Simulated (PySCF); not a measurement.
Isomers of C5H15NSi2, from PBE0-D3(BJ)/def2-SVP geometry optimisation, gas phase (PySCF). One conformer each, no zero-point energy, no frequencies.

Question: Which isomer lies lower at this level?
A. `[CH3:1][CH2:2][CH2:3][C@@H:4]1[CH2:5][SiH2:6][NH:7][SiH2:8]1` with C1–C2–C3–C4 -178°, C2–C3–C4–C5 -62°, C3–C4–C5–Si6 -164°, C4–C5–Si6–N7 30°, C5–Si6–N7–Si8 -10°, Si6–N7–Si8–C4 -9°: A = 2808, B = 714.1, C = 593.9 MHz, dipole 0.12 D
B. `[CH3:1][CH:2]([CH3:3])[Si@@H:4]1[CH2:5][CH2:6][SiH2:7][NH:8]1` with C1–C2–Si4–C5 -67°, C2–Si4–C5–C6 -147°, Si4–C5–C6–Si7 36°, C5–C6–Si7–N8 -28°, C6–Si7–N8–Si4 10°: A = 2633, B = 871.7, C = 792.0 MHz, dipole 0.68 D

Answer: B. That is `CC(C)[Si@@H]1CC[SiH2]N1`, 7.6 kcal/mol below the other.

| SMILES | mapped SMILES | E (Eh) | relative (kcal/mol) | relative (kJ/mol) | dipole (D) |
| --- | --- | --- | --- | --- | --- |
| CC(C)[Si@@H]1CC[SiH2]N1 | [CH3:1][CH:2]([CH3:3])[Si@@H:4]1[CH2:5][CH2:6][SiH2:7][NH:8]1 | -832.47457 | 0.0 | 0.0 | 0.68 |
| CCC[C@@H]1C[SiH2]N[SiH2]1 | [CH3:1][CH2:2][CH2:3][C@@H:4]1[CH2:5][SiH2:6][NH:7][SiH2:8]1 | -832.46239 | 7.6 | 32.0 | 0.12 |
